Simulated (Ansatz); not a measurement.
B₁₃⁻. Charge -1, multiplicity 3. Geometry PBE-D4/def2-SVP, that of the neutral doublet; atoms count from 1.

```tsv
atom	x (Å)	y (Å)	z (Å)
B1	-0.885	1.409	-2.019
B2	-2.014	-0.420	1.686
B3	-2.578	0.413	0.510
B4	-0.956	-0.004	0.455
B5	0.622	1.179	-2.323
B6	1.016	-1.415	1.949
B7	-0.508	-0.972	1.912
B8	-1.810	0.962	-0.808
B9	0.712	-0.497	0.514
B10	2.362	-0.411	-0.394
B11	1.794	0.433	-1.580
B12	0.042	0.493	-0.880
B13	2.203	-1.170	0.977
```

The structure comes from a short search, and lower isomers may exist.

(1) Estimate the Mulliken populations from the PBE0/def2-TZVP orbitals of Ansatz.

(2) Where does the spin sit?

(3) And the Mayer bond orders between heavy atoms (over 0.3)?

## Answers

(1) 
```csv
atom,charge (e),spin (α − β)
B1,-0.14,0.15
B2,-0.17,0.18
B3,-0.17,0.18
B4,0.15,-0.19
B5,-0.11,0.16
B6,-0.14,0.15
B7,-0.10,0.37
B8,-0.10,0.37
B9,-0.02,-0.16
B10,-0.03,0.39
B11,-0.03,0.39
B12,-0.02,-0.16
B13,-0.12,0.16
```
Mulliken values depend strongly on the basis.

(2) Summed by element: B 2.00, of 2 unpaired in all. Largest on single atoms: B11 0.39, B10 0.39, B7 0.37.

(3) B1–B5 1.37 (1.55 Å); B1–B8 1.10 (1.59 Å); B1–B12 0.69 (1.73 Å); B2–B3 1.48 (1.55 Å); B2–B4 0.64 (1.68 Å); B2–B7 1.11 (1.62 Å); B3–B4 0.64 (1.68 Å); B3–B8 1.11 (1.62 Å); B4–B7 0.43 (1.81 Å); B4–B8 0.43 (1.81 Å); B4–B9 0.66 (1.74 Å); B4–B12 0.66 (1.74 Å); B5–B11 1.22 (1.58 Å); B5–B12 0.70 (1.70 Å); B6–B7 1.10 (1.59 Å); B6–B9 0.69 (1.73 Å); B6–B13 1.37 (1.55 Å); B7–B9 0.42 (1.92 Å); B8–B12 0.42 (1.91 Å); B9–B10 0.46 (1.88 Å); B9–B12 0.62 (1.84 Å); B9–B13 0.70 (1.70 Å); B10–B11 1.17 (1.56 Å); B10–B13 1.22 (1.57 Å); B11–B12 0.46 (1.89 Å).
